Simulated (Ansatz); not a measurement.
`[F][SnH]([Cl])[SeH]` + HCl → `[Cl][SnH]([Cl])[SeH]` + H–F at 500 K and 1 bar (ligand exchange at the Sn–F bond).

Program: Ansatz. Geometries: PBE0-D4/def2-TZVP. ΔE: electronic, gas phase. CBS: MP2 limit from def2 TZ/QZ plus the TZ coupled-cluster correction, frozen cores. This one scheme is used for every species. def2 core potentials past Kr. For Se, Sn outer-core shells are correlated without core-valence functions, which leaves a few kJ/mol of doubt a bond. Scalar relativity is left out up to krypton. One conformer a species, not always the lowest.

| species | CCSD(T)/CBS energy (Eh) | H − E (kJ/mol) | S (J/(mol·K)) |
| --- | --- | --- | --- |
| `[F][SnH]([Cl])[SeH]` | -3175.60804 | 89.4 | 427.4 |
| HCl | -460.38127 | 32.5 | 201.9 |
| `[Cl][SnH]([Cl])[SeH]` | -3535.60722 | 88.6 | 441.1 |
| H–F | -100.39570 | 39.4 | 188.7 |

H − E and S are ideal-gas, rigid-rotor, harmonic terms from PBE0-D4/def2-TZVP, for one conformer and one mirror image of each species. 1 Eh = 2625.50 kJ/mol, R = 8.31446 J/(mol·K).

Q: By hand: ΔE, ΔH, ΔS and ΔG.

A: ΔE = (-3535.60722) + (-100.39570) − (-3175.60804) − (-460.38127) = -0.01361 Eh = -35.7 kJ/mol. Δ(H − E) = 88.6 + 39.4 − 89.4 − 32.5 = 6.1, so ΔH = -29.6 kJ/mol. ΔS = 441.1 + 188.7 − 427.4 − 201.9 = 0.5 J/(mol·K). ΔG = -29.6 − 500 × (0.5)/1000 = -29.9 kJ/mol.

Q: By hand: the equilibrium constant, and the temperature at which ΔG would vanish if ΔH and ΔS stayed fixed.

A: log₁₀ K = −ΔG/(RT ln 10) = 3.1. ΔH and −TΔS have one sign here, so there is no such temperature. One of them is within its doubt of zero, so this could turn.

The number of gas molecules stays the same, so ΔS is small and ΔH decides. A doubt of 5 kJ/mol in ΔE shifts log₁₀ K by 0.5 here. Other conformers and mirror images would add mixing entropy, several J/(mol·K) or more a flexible species. These are equilibria of isolated gas molecules and say nothing of rates. Largest T1 diagnostic: 0.012 (customary marks: 0.02 for closed shells, 0.045 for open ones).
